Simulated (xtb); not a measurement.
CH₂F₂, charge +1, doublet, from a rough starting geometry (a state made from the parent by changing its charge; the spin is typed, not shown lowest); GFN2-xTB in xtb 6.7.1.

xtb was given this input:
```
$ xtb mol.xyz --gfn 2 --chrg 1 --uhf 1 --opt vtight --json

# file mol.xyz
5

F     -1.06239498    -0.76112350    -0.03776110
C     -0.04310411     0.07407033    -0.02127202
F      1.11862270    -0.68860402    -0.09540340
H      0.02754319     0.55923974     0.99613655
H      0.07237723     0.81852555    -0.86102804
```

### Question
Write the output that xtb gives for this input, abridged.

### Answer

```
   ID    Z sym.   atoms
    1    9 F      1, 3
    2    6 C      2
    3    1 H      4, 5

           -------------------------------------------------
          |                Calculation Setup                |
           -------------------------------------------------

           -------------------------------------------------
          |                 G F N 2 - x T B                 |
           -------------------------------------------------

          ...................................................
          :                      SETUP                      :
          :.................................................:
          :  # basis functions                  14          :
          :  # atomic orbitals                  14          :
          :  # shells                            8          :
          :  # electrons                        19          :
          :  max. iterations                   250          :
          :  Hamiltonian                  GFN2-xTB          :
          :  restarted?                      false          :
          :  GBSA solvation                  false          :
          :  PC potential                    false          :
          :  electronic temp.          300.0000000     K    :
          :  accuracy                    1.0000000          :
          :  -> integral cutoff          0.2500000E+02      :
          :  -> integral neglect         0.1000000E-07      :
          :  -> SCF convergence          0.1000000E-05 Eh   :
          :  -> wf. convergence          0.1000000E-03 e    :
          :  Broyden damping             0.4000000          :
          :  net charge                          1          :
          :  unpaired electrons                  1          :
          ...................................................

 iter      E             dE          RMSdq      gap      omega  full diag
   1    -12.0192755 -0.120193E+02  0.406E+00   12.38       0.0  T
   2    -12.0241942 -0.491877E-02  0.238E+00   12.20       1.0  T
   3    -12.0199361  0.425814E-02  0.154E+00   12.31       1.0  T
   4    -12.0268248 -0.688869E-02  0.439E-01   12.38       1.0  T
   5    -12.0274896 -0.664801E-03  0.151E-01   12.33       1.0  T
   6    -12.0275032 -0.136247E-04  0.598E-02   12.32       1.0  T
   7    -12.0275035 -0.247647E-06  0.865E-03   12.33       5.2  T
   8    -12.0275037 -0.193265E-06  0.245E-03   12.32      18.3  T
   9    -12.0275037 -0.128081E-07  0.412E-04   12.32     108.5  T
[...]
         :: total energy             -11.982927692933 Eh    ::
 * total energy  :   -11.9829277 Eh     change       -0.2603429E-10 Eh
 * total energy  :   -11.9880891 Eh     change       -0.5161451E-02 Eh
 * total energy  :   -11.9908521 Eh     change       -0.2762936E-02 Eh
 * total energy  :   -11.9909440 Eh     change       -0.9193335E-04 Eh
 * total energy  :   -11.9909544 Eh     change       -0.1036614E-04 Eh
 * total energy  :   -11.9909570 Eh     change       -0.2589473E-05 Eh
 * total energy  :   -11.9909576 Eh     change       -0.6639596E-06 Eh
 * total energy  :   -11.9909576 Eh     change       -0.4174458E-08 Eh
   *** GEOMETRY OPTIMIZATION CONVERGED AFTER 8 ITERATIONS ***
         :: total energy             -11.990957636657 Eh    ::
[...]
        14                         -0.1477523              -4.0205
      -------------------------------------------------------------
                  HL-Gap            0.5394995 Eh           14.6805 eV
             Fermi-level           -0.6495691 Eh          -17.6757 eV

     #   Z          covCN         q      C6AA      α(0)
     1   9 F        0.787     0.051     8.940     3.532
     2   6 C        3.396     0.273    19.369     6.811
     3   9 F        0.787     0.051     8.940     3.532
     4   1 H        0.913     0.312     0.674     1.284
     5   1 H        0.913     0.312     0.674     1.284

 Mol. C6AA /au·bohr⁶  :        142.210339
 Mol. C8AA /au·bohr⁸  :       2883.124899
 Mol. α(0) /au        :         16.442227

Wiberg/Mayer (AO) data.
largest (>0.10) Wiberg bond orders for each atom

 ---------------------------------------------------------------------------
     #   Z sym  total        # sym  WBO       # sym  WBO       # sym  WBO
 ---------------------------------------------------------------------------
     1   9 F    1.438 --     2 C    1.155     3 F    0.190
     2   6 C    3.794 --     3 F    1.155     1 F    1.155     5 H    0.742
                             4 H    0.742
     3   9 F    1.438 --     2 C    1.155     1 F    0.190
     4   1 H    0.882 --     2 C    0.742
     5   1 H    0.882 --     2 C    0.742
 ---------------------------------------------------------------------------

Topologies differ in total number of bonds
Writing topology from bond orders to xtbtopo.mol

molecular dipole:
                 x           y           z       tot (Debye)
 q only:        0.037       0.717       0.075
   full:        0.035       0.846       0.090       2.165
molecular quadrupole (traceless):
                xx          xy          yy          xz          yz          zz
 q only:       -1.133       0.032       0.316       0.018      -0.066       0.817
  q+dip:       -3.136       0.019       0.471       0.047      -0.264       2.666
   full:       -2.708       0.025       0.220       0.043      -0.273       2.488

optimized geometry written to: xtbopt.xyz

           -------------------------------------------------
          | TOTAL ENERGY              -11.990957636657 Eh   |
          | GRADIENT NORM               0.000017968602 Eh/α |
          | HOMO-LUMO GAP              14.680529407104 eV   |
           -------------------------------------------------

normal termination of xtb
```
